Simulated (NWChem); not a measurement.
## Total energies of AlO

SMILES: [Al]=[O]
```xyz
2

Al     0.0000     0.0000     0.6241
O      0.0000     0.0000    -1.0142
```
Charge 0, spin multiplicity 2.

Program: NWChem. Structure: optimised with UB3LYP/def2-SVP, a minimum by its harmonic frequencies.

Basis set: 3-21G (22 functions).

```csv
method,total energy (Ha)
UHF,-315.00198
UMP2,-315.12723
UB2PLYP,-315.65581
UPBE,-315.64201
UB3LYP,-315.87052
UBHandHLYP,-315.81228
```

Total energies of different functionals aren't comparable as a measure of quality: only differences taken within one method are. 

The correlated methods keep 6 core orbitals frozen. B3LYP has NWChem's definition, with VWN1-RPA local correlation. The structure started from a generated list of species. The unpaired electrons of the parent sit in orbitals of symmetry a1 (C2v labels of the run); other states weren't searched. The stability of the SCF solutions was not checked. Open-shell Hartree-Fock references start from PBE0 orbitals.
